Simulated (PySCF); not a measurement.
Compound: C₂H₄FO₃S (doublet state).
Geometry (GFN2-xTB, Å), atoms numbered from 1 in this order:
```xyz
11
C2H4FO3S angstrom
O      2.1531   -0.6211    1.0193
S      1.1139    0.2090    0.4977
O      0.7020    1.3784    1.2016
O      1.5750    0.6566   -0.9878
C     -0.3084   -0.7314    0.1285
C     -1.5385    0.0303   -0.0347
F     -2.6571   -0.7556   -0.0572
H      2.4308    0.2723   -1.1851
H     -0.2752   -1.8009    0.1557
H     -1.5388    0.6054   -0.9777
H     -1.6512    0.7596    0.7837
```

The hyperfine couplings belong to this conformer and change with its torsions.

Identity: `O=S(=O)(O)[CH]CF` [radical].

Method: PySCF 2.14.0, UKS B3LYP, pcH-1 on C F H O S, non-relativistic, mean-field spin-orbit, GIAO. Geometry: GFN2-xTB, one conformer, isolated molecule. The geometry wasn't refined by DFT: couplings that depend on bond lengths, twists or pyramidal angles can differ widely from those at the functional's own minimum. No stability test was run, so a lower SCF solution isn't excluded.

Match the computed a_iso(17O) values -12.7, -1.3 MHz (means over equivalent nuclei) with the sites O1/O3; O4.

```tsv
site	a_iso (MHz)	ρ(0) (bohr⁻³)	position	distance from C5 (Å)	spin population	largest |T| (MHz)
O1/O3	-1.3	+0.0021	2 bonds from C5	2.60	+0.02	9.5
O4	-12.7	+0.0211	2 bonds from C5	2.59	+0.03	15.5
```

The isotropic 13C couplings are +94.2, -37.0 MHz. Assign them to C5; C6.

```
site  a_iso (MHz)  ρ(0) (bohr⁻³)                 position  distance from C5 (Å)  spin population  largest |T| (MHz)
  C5        +94.2        +0.0839  largest spin population                  0.00            +0.96              156.9
  C6        -37.0        -0.0330           1 bond from C5                  1.46            -0.08                3.5
```

Match the computed a_iso(1H) values +137.2, -64.8, -0.2 MHz (means over equivalent nuclei) with the sites H8; H9; H10/H11.

```json
{"site": "H8", "a_iso (MHz)": "-0.2", "ρ(0) (bohr⁻³)": "0.0000", "position": "γ, 3 bonds from C5", "distance from C5 (Å)": "3.20", "bound to": "O4", "spin population there": "+0.03", "largest |T| (MHz)": "6.2"}
{"site": "H9", "a_iso (MHz)": "-64.8", "ρ(0) (bohr⁻³)": "-0.0145", "position": "α, 1 bond from C5", "distance from C5 (Å)": "1.07", "bound to": "C5", "spin population there": "+0.96", "largest |T| (MHz)": "38.6"}
{"site": "H10/H11", "a_iso (MHz)": "+137.2", "ρ(0) (bohr⁻³)": "+0.0307", "position": "β, 2 bonds from C5", "distance from C5 (Å)": "2.12", "bound to": "C6", "spin population there": "-0.08", "largest |T| (MHz)": "9.1"}
```

ρ(0) is the spin density at the nucleus and T the dipolar tensor; a_iso includes a spin–orbit part; entries for several nuclei are means. The Mulliken spin populations are largest on C5 (+0.96), C6 (-0.08) and H10 (+0.06). No atom but C5 exceeds +0.15. The positive populations add up to 1.14 and the negative ones to -0.14, together 2S = 1. The angles at C5 add up to 359.5°, so it is planar; its axial dipolar tensor and the negative coupling of its proton fit spin in a p orbital normal to that plane.

Nuclei that the bonding pattern makes equivalent are averaged, as if the motion that swaps them (rotation, inversion, ring flip) were fast. The 1H value of +137.2 MHz is a mean of couplings from 123.8 to 150.6 MHz in this one geometry, not an average over conformers.
